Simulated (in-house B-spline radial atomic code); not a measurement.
RPA and G0W0 on CAM-B3LYP: Cd

Configuration [Kr] 4d10 5s2, mean-field start CAM-B3LYP. Computed with a B-spline radial code for spherical atoms: all electrons, non-relativistic, point nucleus, each spin shell either full or empty, empty states to l = 9 with an (l + 1/2)⁻⁴ tail; G0W0 by contour deformation at full frequency.

Without relativity these are model numbers: it shifts the levels of so heavy an element strongly and can reorder them.

Command:
```bash
python run_gw.py task.json out
```
Settings (radii: box in bohr, nucleus in fm):
```
Z                        48
electrons                48
configuration            [Kr] 4d10 5s2
hamiltonian              nr
method                   camb3lyp
lmax                     9
spin_polarised           False
box_radius               40
intervals                57
ion_configuration        [Kr] 4d10 5s1
```

Cost of the run: 13 s on 1 thread of Arm Neoverse N1, on a shared host.

Energies (hartree):

| term | value |
| --- | --- |
| mean-field total | -5467.78642 |
| Hartree-Fock functional on these orbitals | -5465.10398 |
| direct second order | -4.1052 |
| second-order exchange | 1.1299 |
| SOSEX correction | 1.0427 |

Task: What is the RPA correlation energy, and what remains with SOSEX?

Result: RPA gives -3.5706 hartree (-2.02 eV per electron); RPA + SOSEX gives -2.5279, and the second-order doubles -2.9754 hartree (no singles). SOSEX takes back 29 % of the RPA value.

Quasi-particle levels (eV):

```
level  occupied  mean field  Σx - vxc  Σc  QP weight  G0W0
   5s       yes      -7.154     -0.01   ?          ?     ?
```

G0W0 = mean field + (Σx - vxc) + Σc, with Σc (partial-wave tail included) taken at the quasi-particle energy. Only the outer levels were computed. Levels of low weight are left out.

Task: Where does G0W0 put 5s?

Result: At -8.617 eV, with Σc = -1.46 eV and a quasi-particle weight of 0.926. The tabulated removal energy is 8.994 eV (NIST, measured); the calculation leaves out relativity, Breit and QED terms, and what these don't explain is the method's own error.

Task: What does it cost to remove one electron (to [Kr] 4d10 5s1) by differences of total energies, each species on its own start (correlation terms add to the Hartree-Fock functional)?

Result: CAM-B3LYP 8.451 eV, Hartree-Fock functional 6.855 eV, + RPA 8.495 eV, + RPA + SOSEX 8.122 eV, + second order 9.069 eV. Tabulated: 8.994 eV (NIST, measured); the calculation leaves out relativity, Breit and QED terms, and what these don't explain is the method's own error.
